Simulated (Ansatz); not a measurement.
Born–Oppenheimer molecular dynamics of AlBH$_{7}$N$_{2}$OP (13 atoms, charge 0, multiplicity 1). It starts from a relaxed structure.

These are results of Ansatz 0.2.0, UKS PBE0-D4/STO-3G, not measurements.

| Item | Value |
| --- | --- |
| ensemble | NVE (velocity Verlet) |
| time step | 0.25 fs |
| steps asked | 80 |
| starting velocities drawn for | 300 K |
| seed | 793160 |

Frames 0.5 fs apart, positions in Å, forces in eV/Å.

Velocities at 12.5 fs (Å/ps):

```
B 1.43 -3.00 -5.71
N -0.11 0.37 3.16
P -0.06 -1.99 1.65
O 1.78 -0.52 -1.92
N -0.63 2.84 -0.46
Al 0.68 -0.37 0.32
H -22.94 13.25 -12.28
H 6.37 16.25 15.35
H -11.99 10.39 4.25
H -4.61 11.02 -13.13
H 18.30 12.12 -0.24
H -23.36 -7.83 10.73
H -11.40 11.35 -9.66
```

```xyz
13
Properties=species:S:1:pos:R:3:forces:R:3 time_fs=12.5 energy_less_start_eV=0.186 T=169
B 0.535 -2.475 0.466 0.15 0.86 0.09
N 0.154 -1.130 0.420 0.24 -0.94 -0.70
P -0.932 -0.487 -0.885 -0.61 -0.97 1.30
O 0.224 -0.039 -2.002 1.28 0.44 -0.90
N -1.200 1.026 -0.116 -1.09 1.22 0.51
Al -0.113 2.324 0.366 0.40 -0.25 -0.61
H 0.104 -3.160 -0.390 0.05 -0.13 0.39
H 1.297 -2.849 1.298 -0.39 0.09 -0.42
H 0.597 -0.420 1.045 -0.18 -0.05 0.13
H 0.916 0.523 -1.496 -0.13 -0.13 -0.08
H -2.240 1.207 -0.051 0.91 -0.04 -0.06
H 1.370 2.049 0.248 -0.34 -0.15 0.11
H -0.624 3.694 0.625 -0.29 0.07 0.26
13
Properties=species:S:1:pos:R:3:forces:R:3 time_fs=13.0 energy_less_start_eV=0.179 T=174
B 0.536 -2.476 0.463 0.16 0.96 0.22
N 0.154 -1.130 0.422 0.24 -0.92 -0.72
P -0.932 -0.488 -0.885 -0.56 -0.88 1.28
O 0.225 -0.039 -2.002 1.15 0.36 -0.91
N -1.201 1.028 -0.116 -0.67 1.10 0.46
Al -0.112 2.324 0.366 0.10 -0.06 -0.57
H 0.093 -3.153 -0.396 0.13 -0.15 0.45
H 1.300 -2.841 1.305 -0.48 0.05 -0.57
H 0.591 -0.415 1.047 -0.17 -0.12 0.10
H 0.914 0.528 -1.502 -0.07 -0.08 -0.01
H -2.230 1.213 -0.051 0.48 0.00 -0.05
H 1.358 2.045 0.253 -0.09 -0.18 0.09
H -0.630 3.700 0.620 -0.22 -0.08 0.23
13
Properties=species:S:1:pos:R:3:forces:R:3 time_fs=13.5 energy_less_start_eV=0.182 T=172
B 0.537 -2.477 0.460 0.15 1.06 0.33
N 0.154 -1.130 0.423 0.23 -0.87 -0.74
P -0.932 -0.489 -0.884 -0.52 -0.77 1.25
O 0.226 -0.039 -2.004 1.01 0.27 -0.93
N -1.202 1.030 -0.116 -0.15 0.96 0.41
Al -0.112 2.324 0.366 -0.21 0.12 -0.52
H 0.082 -3.147 -0.400 0.20 -0.17 0.50
H 1.301 -2.833 1.311 -0.54 0.01 -0.69
H 0.585 -0.410 1.049 -0.17 -0.20 0.07
H 0.911 0.534 -1.509 -0.01 -0.03 0.06
H -2.219 1.219 -0.051 -0.03 0.05 -0.04
H 1.346 2.041 0.259 0.19 -0.21 0.08
H -0.637 3.705 0.616 -0.15 -0.22 0.21
13
Properties=species:S:1:pos:R:3:forces:R:3 time_fs=14.0 energy_less_start_eV=0.194 T=164
B 0.538 -2.478 0.458 0.12 1.17 0.42
N 0.154 -1.131 0.424 0.21 -0.82 -0.76
P -0.932 -0.490 -0.883 -0.46 -0.66 1.22
O 0.227 -0.039 -2.005 0.86 0.18 -0.93
N -1.202 1.031 -0.116 0.38 0.79 0.35
Al -0.111 2.324 0.366 -0.51 0.31 -0.47
H 0.071 -3.142 -0.404 0.27 -0.19 0.53
H 1.302 -2.825 1.315 -0.56 -0.05 -0.76
H 0.578 -0.406 1.052 -0.15 -0.26 0.05
H 0.908 0.539 -1.516 0.05 0.03 0.14
H -2.207 1.225 -0.052 -0.57 0.12 -0.02
H 1.334 2.035 0.265 0.46 -0.24 0.06
H -0.644 3.711 0.613 -0.08 -0.36 0.18
13
Properties=species:S:1:pos:R:3:forces:R:3 time_fs=14.5 energy_less_start_eV=0.212 T=151
B 0.539 -2.479 0.455 0.06 1.27 0.47
N 0.154 -1.131 0.425 0.18 -0.76 -0.78
P -0.932 -0.491 -0.881 -0.41 -0.55 1.18
O 0.229 -0.040 -2.006 0.71 0.08 -0.93
N -1.202 1.033 -0.116 0.88 0.62 0.29
Al -0.111 2.324 0.366 -0.79 0.47 -0.43
H 0.061 -3.136 -0.406 0.33 -0.21 0.54
H 1.300 -2.816 1.317 -0.55 -0.12 -0.79
H 0.570 -0.402 1.055 -0.14 -0.32 0.03
H 0.906 0.544 -1.522 0.11 0.08 0.21
H -2.197 1.232 -0.052 -1.07 0.18 -0.01
H 1.323 2.030 0.271 0.71 -0.27 0.05
H -0.651 3.715 0.610 -0.02 -0.47 0.16
13
Properties=species:S:1:pos:R:3:forces:R:3 time_fs=15.0 energy_less_start_eV=0.230 T=138
B 0.539 -2.479 0.452 -0.02 1.36 0.50
N 0.154 -1.131 0.427 0.15 -0.70 -0.81
P -0.932 -0.493 -0.880 -0.36 -0.43 1.13
O 0.230 -0.040 -2.008 0.58 0.01 -0.90
N -1.203 1.036 -0.116 1.24 0.47 0.24
Al -0.111 2.323 0.366 -1.02 0.62 -0.39
H 0.052 -3.131 -0.406 0.37 -0.24 0.54
H 1.298 -2.808 1.318 -0.49 -0.20 -0.77
H 0.562 -0.399 1.058 -0.11 -0.36 0.02
H 0.904 0.549 -1.528 0.15 0.11 0.26
H -2.190 1.238 -0.052 -1.43 0.22 -0.01
H 1.314 2.024 0.277 0.91 -0.30 0.05
H -0.658 3.718 0.607 0.04 -0.57 0.14
13
Properties=species:S:1:pos:R:3:forces:R:3 time_fs=15.5 energy_less_start_eV=0.242 T=130
B 0.540 -2.479 0.450 -0.12 1.45 0.50
N 0.154 -1.132 0.427 0.10 -0.64 -0.84
P -0.933 -0.494 -0.879 -0.31 -0.32 1.08
O 0.232 -0.040 -2.010 0.47 -0.05 -0.86
N -1.203 1.038 -0.116 1.40 0.35 0.20
Al -0.111 2.323 0.366 -1.18 0.73 -0.36
H 0.044 -3.127 -0.406 0.41 -0.27 0.52
H 1.295 -2.801 1.316 -0.41 -0.28 -0.71
H 0.554 -0.397 1.061 -0.08 -0.38 0.03
H 0.902 0.555 -1.533 0.16 0.13 0.29
H -2.186 1.246 -0.053 -1.60 0.23 -0.01
H 1.308 2.017 0.283 1.07 -0.31 0.04
H -0.665 3.719 0.605 0.09 -0.64 0.13
13
Properties=species:S:1:pos:R:3:forces:R:3 time_fs=16.0 energy_less_start_eV=0.242 T=130
B 0.541 -2.479 0.448 -0.24 1.53 0.47
N 0.154 -1.133 0.428 0.05 -0.57 -0.88
P -0.933 -0.495 -0.877 -0.26 -0.22 1.02
O 0.234 -0.040 -2.012 0.39 -0.09 -0.79
N -1.203 1.040 -0.116 1.33 0.27 0.18
Al -0.111 2.323 0.366 -1.25 0.81 -0.34
H 0.037 -3.124 -0.404 0.43 -0.31 0.48
H 1.290 -2.794 1.313 -0.29 -0.37 -0.61
H 0.546 -0.396 1.064 -0.04 -0.39 0.04
H 0.900 0.561 -1.537 0.15 0.12 0.31
H -2.186 1.254 -0.053 -1.54 0.19 -0.04
H 1.303 2.009 0.290 1.15 -0.31 0.04
H -0.672 3.719 0.603 0.13 -0.67 0.12
13
Properties=species:S:1:pos:R:3:forces:R:3 time_fs=16.5 energy_less_start_eV=0.231 T=138
B 0.542 -2.479 0.446 -0.37 1.60 0.42
N 0.154 -1.133 0.429 -0.01 -0.51 -0.93
P -0.933 -0.497 -0.876 -0.21 -0.12 0.95
O 0.235 -0.040 -2.014 0.33 -0.10 -0.70
N -1.202 1.042 -0.115 1.05 0.23 0.16
Al -0.111 2.323 0.366 -1.23 0.84 -0.32
H 0.030 -3.121 -0.402 0.44 -0.35 0.43
H 1.285 -2.788 1.309 -0.15 -0.45 -0.47
H 0.538 -0.396 1.067 0.00 -0.38 0.06
H 0.899 0.567 -1.541 0.11 0.09 0.30
H -2.190 1.262 -0.054 -1.27 0.11 -0.07
H 1.302 2.000 0.296 1.15 -0.29 0.05
H -0.678 3.718 0.601 0.16 -0.68 0.12
13
Properties=species:S:1:pos:R:3:forces:R:3 time_fs=17.0 energy_less_start_eV=0.215 T=149
B 0.542 -2.478 0.443 -0.50 1.64 0.35
N 0.154 -1.134 0.429 -0.07 -0.44 -0.97
P -0.933 -0.498 -0.874 -0.16 -0.02 0.87
O 0.237 -0.040 -2.016 0.30 -0.09 -0.59
N -1.202 1.045 -0.115 0.60 0.23 0.16
Al -0.111 2.324 0.366 -1.12 0.83 -0.30
H 0.025 -3.119 -0.398 0.44 -0.38 0.36
H 1.279 -2.783 1.303 0.00 -0.54 -0.31
H 0.530 -0.397 1.070 0.05 -0.35 0.09
H 0.898 0.573 -1.544 0.06 0.04 0.28
H -2.196 1.271 -0.055 -0.84 -0.01 -0.11
H 1.303 1.991 0.303 1.07 -0.25 0.06
H -0.685 3.715 0.599 0.17 -0.65 0.12
13
Properties=species:S:1:pos:R:3:forces:R:3 time_fs=17.5 energy_less_start_eV=0.199 T=160
B 0.543 -2.476 0.441 -0.62 1.65 0.28
N 0.155 -1.135 0.429 -0.14 -0.37 -1.01
P -0.934 -0.499 -0.873 -0.12 0.07 0.80
O 0.239 -0.040 -2.018 0.28 -0.06 -0.47
N -1.201 1.047 -0.115 0.08 0.24 0.15
Al -0.111 2.324 0.366 -0.93 0.78 -0.29
H 0.021 -3.118 -0.393 0.43 -0.42 0.29
H 1.274 -2.780 1.297 0.16 -0.61 -0.14
H 0.522 -0.398 1.073 0.10 -0.32 0.12
H 0.897 0.580 -1.546 -0.01 -0.02 0.24
H -2.205 1.279 -0.056 -0.33 -0.14 -0.16
H 1.307 1.982 0.310 0.92 -0.20 0.06
H -0.690 3.710 0.598 0.18 -0.60 0.12
13
Properties=species:S:1:pos:R:3:forces:R:3 time_fs=18.0 energy_less_start_eV=0.187 T=169
B 0.543 -2.475 0.439 -0.72 1.63 0.21
N 0.155 -1.136 0.429 -0.20 -0.28 -1.05
P -0.934 -0.501 -0.871 -0.08 0.17 0.71
O 0.241 -0.040 -2.020 0.27 -0.02 -0.34
N -1.201 1.050 -0.115 -0.45 0.25 0.14
Al -0.112 2.324 0.365 -0.67 0.68 -0.28
H 0.018 -3.118 -0.388 0.41 -0.45 0.21
H 1.268 -2.778 1.290 0.32 -0.67 0.03
H 0.514 -0.400 1.077 0.14 -0.28 0.15
H 0.897 0.586 -1.548 -0.09 -0.10 0.19
H -2.215 1.288 -0.057 0.19 -0.28 -0.19
H 1.312 1.971 0.317 0.71 -0.13 0.07
H -0.696 3.704 0.597 0.17 -0.51 0.13
```

Of the whole run (20 fs, mean temperature of the second half 154 K): The conserved energy stayed within 0.035 meV per atom of its start (net change 0.025 meV per atom), so the integration is sound. A run of 0.02 ps of so small a system gives no equilibrium averages. Limits of this set-up: minimal basis.

Run time: 8.8 min on 1 thread of Intel(R) Xeon(R) Platinum 8259CL CPU @ 2.50GHz (Skylake/Cascade Lake), with other jobs on the host, peak memory 0.2 GiB.
